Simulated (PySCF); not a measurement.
hydrogen selenide cation (H2Se), SMILES [SeH2] (connectivity only; charge and spin as stated), charge +1, multiplicity 2. Atoms are numbered in the order given.

```xyz
3

Se     0.0000     0.0000    -0.0577
H      0.0000    -1.0670     0.9804
H      0.0000     1.0670     0.9804
```
Charge +1, spin multiplicity 2.

Coordinates come from a B3LYP-D3(BJ)/def2-TZVPD optimisation. The multiplicity is an assumed one; other spin states were not compared.

Calculation: PBE/def2-TZVPD run with PySCF.

Isolated molecule, no solvent.

- total energy: -2402.02500 hartree
- point group: C2v
- α spin, highest occupied and lowest empty level: -15.48 and -8.39 eV
- β spin, highest occupied and lowest empty level: -16.77 and -13.60 eV
- dipole moment about the centre of nuclear charge: 1.34 D
- mean static polarisability: 20.4 bohr³ (3.02 Å³)
- polarisability, principal values: 17.1, 21.6, 22.4 bohr³
- ⟨S²⟩: 0.753 (pure state 0.75)
